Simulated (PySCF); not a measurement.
## Excitation energy of F by level of theory

F [He] 2s2 2p5 (2P) → F [He] 2s1 2p6 (2S), as a difference of total energies. Computed with PySCF 2.14 in aug-cc-pCVTZ-DK with one added diffuse shell each of s, p, d, f type (8s7p5d3f, 75 functions), with scalar relativity by spin-free X2C-1e. Correlated levels: valence: 1s2 frozen; valence and next inner shell: nothing frozen. The calculations carry no spin-orbit coupling.

| method | excitation energy (eV) |
| --- | --- |
| UHF | 23.982 |
| LDA | 18.360 |
| PBE | 19.015 |
| PBE0 | 20.272 |
| r2SCAN | 20.732 |
| B3LYP | 19.838 |
| HSE06 | 20.225 |
| TPSSh | 20.192 |
| wB97X-V | 20.124 |
| MP2 (valence) | 21.994 |
| SCS-MP2 (valence) | 21.880 |
| MP2 (valence and next inner shell) | 21.918 |
| SCS-MP2 (valence and next inner shell) | 21.836 |

Problem. How much does correlation contribute at MP2 (valence and next inner shell)?

Solution. 21.918 − (23.982) = -2.064 eV, measured against UHF.

A first-order spin-orbit estimate (lowest level to lowest level, LS coupling) adds 0.017 eV.

The upper state lies above the first ionisation limit, where it may autoionise and the basis confines it.
